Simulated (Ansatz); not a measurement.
H₆GeN₂O₂ (SMILES [NH2][Ge]([NH2])([OH])[OH]), singlet, at a GFN2-xTB geometry; SC-NEVPT2/STO-3G, CASSCF(2,3) (Ansatz, a quantum-chemistry and plane-wave program).

Here is a job for Ansatz.
Ansatz 0.2 input:
```yaml
crystal:
  periodic: [false, false, false]
  atoms:
    - {symbol: N, position_ang: [-1.25059191, 1.30059387, -0.01637554]}
    - {symbol: Ge, position_ang: [0.00251843, 0.01418593, 0.00172680]}
    - {symbol: N, position_ang: [1.61591628, 0.75722517, 0.26686569]}
    - {symbol: O, position_ang: [-0.09419376, -1.17960520, 1.28647828]}
    - {symbol: O, position_ang: [-0.25862483, -0.80777058, -1.52839364]}
    - {symbol: H, position_ang: [-1.44797710, 1.75644812, 0.86092444]}
    - {symbol: H, position_ang: [-2.11157539, 1.08726088, -0.49555378]}
    - {symbol: H, position_ang: [1.99233655, 1.30984945, -0.48767620]}
    - {symbol: H, position_ang: [2.33284726, 0.15913138, 0.64727217]}
    - {symbol: H, position_ang: [-0.88465978, -1.71438110, 1.30982802]}
    - {symbol: H, position_ang: [0.30371688, -1.55798573, -1.70816025]}
basis:
  gaussian:
    orbitals: STO-3G
magnetization: {spin_polarized: false}
correlation: {method: sc_nevpt2, electrons: all, active_space: {window: {electrons: 2, orbitals: 3}}}
```

The log (banner, timings and long lists left out):

```
Functional definition: HF
549 factors; integrals over basis functions are off by at most 2.9e-5 eV
mean field evaluation 1: about -62867.7835 eV, gradient 2.9e1 eV
mean field evaluation 2: about -62867.9033 eV, gradient 2.9e1 eV
mean field evaluation 4: about -62870.9108 eV, gradient 1.2e0 eV
mean field evaluation 8: about -62870.9193 eV, gradient 1.4e-5 eV
mean field -62870.91925035 eV, -2310.4636670109 hartree, gradient 1.9e-6 eV, S^2 0.000000; 0 other end points of the search recorded, 0 dependent functions left out
reference -62870.91925035 eV, -2310.4636670109 hartree; 34, 34 occupied and 10, 10 virtual orbitals, 549 factors
state -62871.45219528 eV, -2310.4832523756 hartree
state -62871.45219528 eV, -2310.4832523756 hartree; corrected -62876.13469506 eV, -2310.6553310687 hartree
state -62871.29500829 eV, -2310.4774758605 hartree
state -62871.29500829 eV, -2310.4774758605 hartree; corrected -62876.05034792 eV, -2310.6522313682 hartree
state -62871.45219528 eV, -2310.4832523756 hartree; corrected -62876.13469506 eV, -2310.6553310687 hartree
2 active orbitals were swapped for others, from the solution at -62871.29500256 eV, -2310.4774756498 hartree to that at -62871.45218241 eV, -2310.4832519028 hartree; typed "places" are swapped only where nearly empty or full, and so, without "given_window_search", are "orbital_numbers", "shells" and a window whose orbitals a file names under [Active]
Total energy: -62876.13469506 eV, -2310.6553310687 hartree
```
